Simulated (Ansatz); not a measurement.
`NB[SiH2][SeH]` + HCl → `NB[SiH2]Cl` + H₂Se  (ligand exchange at the Si–Se bond)

Calculated with Ansatz (gas phase, PBE0-D4/def2-TZVP geometries, no zero-point term in ΔE). CCSD(T)/CBS adds triple-zeta CCSD(T) − MP2 to the extrapolated MP2 energy (def2 sets, frozen cores). This one scheme is used for every species. DFT in def2-TZVPP. B3LYP here is the variant with VWN-RPA as its local correlation; programs differ in this. For Se outer-core shells are correlated without core-valence functions, which leaves a few kJ/mol of doubt a bond. Scalar relativity is left out up to krypton. One conformer a species, not always the lowest.

```json
{"species": "`NB[SiH2][SeH]`", "B3LYP energy (Eh)": "-2774.42571"}
{"species": "HCl", "B3LYP energy (Eh)": "-460.83627"}
{"species": "`NB[SiH2]Cl`", "B3LYP energy (Eh)": "-832.48547"}
{"species": "H₂Se", "B3LYP energy (Eh)": "-2402.79026"}
```

(1) Work out ΔE.

Largest T1 diagnostic among the species: 0.012.

Answers

(1) ΔE = (-832.48547) + (-2402.79026) − (-2774.42571) − (-460.83627) = -0.01375 Eh = -36.1 kJ/mol. CCSD(T)/CBS gives -29.0 kJ/mol.

The D4 term adds +3.7 kJ/mol with B3LYP and +2.1 kJ/mol with PBE0; it sums over pairs of atoms, weighted by their polarisabilities, and B3LYP, whose exchange is more repulsive, gets the larger term. In def2-TZVPP, CCSD(T) changes the Hartree–Fock value by +13.5 kJ/mol (the triples alone add +1.9 kJ/mol) and MP2 by +14.2 kJ/mol.
